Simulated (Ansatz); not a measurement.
Ge6⁺, relaxed as a doublet with UKS PBE-D4/def2-SVP in Ansatz, starting from the GFN1-xTB geometry. Force threshold 0.02 eV/Å.

The structure comes from a short search, and lower isomers may exist.

Start:

```csv
atom,x (Å),y (Å),z (Å)
Ge1,-1.178,1.294,0.816
Ge2,0.346,-1.194,-1.470
Ge3,1.806,-0.270,1.473
Ge4,-0.405,-1.082,0.917
Ge5,-1.558,0.269,-1.332
Ge6,0.990,0.983,-0.404
```

```tsv
step	energy (eV)	largest force component (eV/Å)	SCF passes
1	-339012.2247	1.663	22
2	-339012.5866	1.079	28
3	-339012.6877	0.265	24
4	-339012.7122	0.155	23
5 (rejected)	-339012.6080	0.832	30
6	-339012.7233	0.034	25
7 (rejected)	-339012.7162	0.268	24
8	-339012.7242	0.039	23
9	-339012.7244	0.006	23
```

Force components are those of the run's own axes.

End:

Cartesian coordinates in Å:
```
Ge -1.0017 1.3173 1.0082
Ge 0.5693 -1.2563 -1.3603
Ge 1.7127 -0.2630 1.4192
Ge -0.6112 -1.1617 0.8579
Ge -1.6070 0.2546 -1.3431
Ge 0.9379 1.1090 -0.5820
```

By distances, no bond broke or formed. The bond that changes most is Ge4–Ge6, from 2.82 to 3.10 Å (atoms count from 1). The end is the same structure that another start reached, the lowest one found.

No frequencies were taken in this run, so the end may be a saddle point.

It took 42 s on 4 threads of Arm Neoverse V2 on a shared host.
